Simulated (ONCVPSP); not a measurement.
An all-electron radial function and its pseudo partner (Se)

Columns: radius, all-electron u(r) and pseudo u(r) of the 3s shell (level -206.18 eV) of selenium in the configuration [Ne] 3s2 3p6 3d10 4s2 4p4; PBE, non-relativistic, ONCV scheme, ONCVPSP 4.0.1.

| r (bohr) | all-electron | pseudo |
| --- | --- | --- |
| 0.042 | 0.2804 | 0.0579 |
| 0.085 | -0.4292 | 0.1323 |
| 0.128 | -0.7793 | 0.2335 |
| 0.170 | -0.6877 | 0.3633 |
| 0.212 | -0.3379 | 0.5216 |
| 0.255 | 0.1153 | 0.7041 |
| 0.298 | 0.5514 | 0.8929 |
| 0.340 | 0.9058 | 1.0675 |
| 0.382 | 1.1689 | 1.2176 |
| 0.425 | 1.3454 | 1.3345 |
| 0.467 | 1.4385 | 1.4064 |
| 0.510 | 1.4687 | 1.4357 |
| 0.552 | 1.4490 | 1.4240 |
| 0.595 | 1.3938 | 1.3782 |
| 0.638 | 1.3144 | 1.3063 |
| 0.680 | 1.2230 | 1.2194 |
| 0.722 | 1.1244 | 1.1232 |
| 0.765 | 1.0215 | 1.0213 |
| 0.807 | 0.9226 | 0.9226 |
| 0.850 | 0.8254 | 0.8254 |
| 0.892 | 0.7362 | 0.7362 |
| 0.935 | 0.6515 | 0.6515 |
| 0.977 | 0.5758 | 0.5758 |
| 1.020 | 0.5055 | 0.5055 |
| 1.062 | 0.4437 | 0.4437 |
| 1.105 | 0.3872 | 0.3872 |

How many radial nodes do the two functions have?

The all-electron 3s function has n − l − 1 = 2; the pseudo-wave has 0, since the states of the same l below it are removed with the core.

At about which radius was the pseudo-wave matched?

0.85 bohr. The columns agree to 0.0005 from 0.77 bohr on; several derivatives are matched, so the curves merge somewhat inside the radius.

Is the pseudo-wave norm-conserving?

Yes: the ONCV scheme keeps the norm inside the radius equal to the all-electron one, which fixes the energy derivative of the logarithmic derivative at the level.
